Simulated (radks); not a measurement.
Results of a calculation; reference values are marked as such.
The lithium anion Li-, [He] 2s2, held by a Watson sphere: a shell of charge +1 at radius R that stands for the Madelung well of a crystal (potential energy -1/R inside, -1/r outside, in hartree with lengths in bohr). Code: a radial shooting solver on a logarithmic mesh with Libxc functionals. Model: non-relativistic Kohn-Sham, PBE, spin-unpolarised, spherical densities, point nucleus. Response by self-consistent Sternheimer equations with the Hartree and adiabatic LDA kernel. The sphere does not respond.

R (bohr)  e(1s) (eV)  e(2s) (eV)  <r> 2s (bohr)  sum of <r^2> (bohr^2)  X-ray form factor at sin(theta)/lambda = 0.2 1/angstrom  alpha (bohr^3)
1.62         -55.673      -4.726          3.102                  23.75                                                    1.783           77.16
2.26         -52.446      -4.476          3.295                  26.45                                                    1.737           90.59
3.01         -51.079      -4.100          3.569                  30.69                                                    1.705           116.0
3.27         -50.850      -3.964          3.666                  32.31                                                    1.701           126.9
3.28         -50.843      -3.959          3.670                  32.37                                                    1.701           127.3
3.35         -50.794      -3.922          3.696                  32.81                                                    1.700           130.4
3.88         -50.526      -3.652          3.889                  36.23                                                    1.700           156.1
3.96         -50.497      -3.613          3.917                  36.75                                                    1.700           160.3
